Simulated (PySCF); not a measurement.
# [C3H9Si]-: core ionisation energies

Compound: C3H9Si (charge -1).
Geometry (PBE0-D3(BJ)/def2-SVP, Å), atoms numbered from 1 in this order:
```
atom  x, y, z in Å
C1     0.053    1.188   -0.528
C2    -0.066    0.055    0.482
C3    -1.257   -0.836    0.144
Si4    1.580   -1.039    0.726
H5    -0.874    1.802   -0.612
H6     0.271    0.784   -1.533
H7     0.884    1.864   -0.274
H8    -0.257    0.505    1.479
H9    -1.103   -1.334   -0.831
H10   -1.387   -1.635    0.892
H11   -2.213   -0.275    0.072
H12    1.816   -1.259   -0.803
H13    2.553    0.179    0.787
```

Level of theory: PySCF 2.14.0, delta-SCF UKS SCAN, pcX-2 on the ionised atom, pcseg-1 elsewhere, spin-free X2C. Vertical ΔSCF values, vacuum level as zero.

**Question.** List the computed XPS lines with their assignment.

**Answer.** 
| atom(s) | bonded to | level | binding energy (eV) | 2p1/2 (eV) | above the level's lowest (eV) | count |
| --- | --- | --- | --- | --- | --- | --- |
| Si4 | C and 2 H | Si 1s | 1839.06 | – | 0.00 | 1 |
| C1/C3 | C and 3 H | C 1s | 285.94 | – | +1.11 | 2 |
| C2 | 2 C, H and Si | C 1s | 284.83 | – | 0.00 | 1 |
| Si4 | C and 2 H | Si 2p3/2 | 99.28 | 99.90 | 0.00 | 1 |

The listed C 1s values span 1.11 eV, from C2 (bonded to 2 C, H and Si) to C1/C3 (bonded to C and 3 H). Summing the Pauling electronegativity differences to the bonded atoms, each weighted by its formal bond order, gives -1.00 for the lowest site and -1.05 for the highest; the largest sum, -1.00, belongs to C2, 1.11 eV below the top. The smallest sum, -1.05, belongs to C1/C3, 1.11 eV above the lowest.

**Question.** Express the binding energy of Si 2p3/2 of Si4 in atomic units and per mole.

**Answer.** 99.28 eV = 3.6485 Eh = 9579 kJ/mol.

Topologically equivalent atoms share the value of their first member; where this conformer doesn't relate them by symmetry, their own values could differ. 2p3/2 and 2p1/2 are the ΔSCF energy of one spin-free 2p hole plus the eigenvalues of a spin–orbit and ligand-field matrix of the shell. 2p1/2 minus 2p3/2 (ligand field included): Si 0.63 eV. The species carries charge -1, so core ionisation leaves a neutral species. The basis sets have no added diffuse functions. Isolated species at its PBE0-D3(BJ)/def2-SVP geometry (one conformer only). The geometry's basis has no diffuse functions, a weakness for an anion.
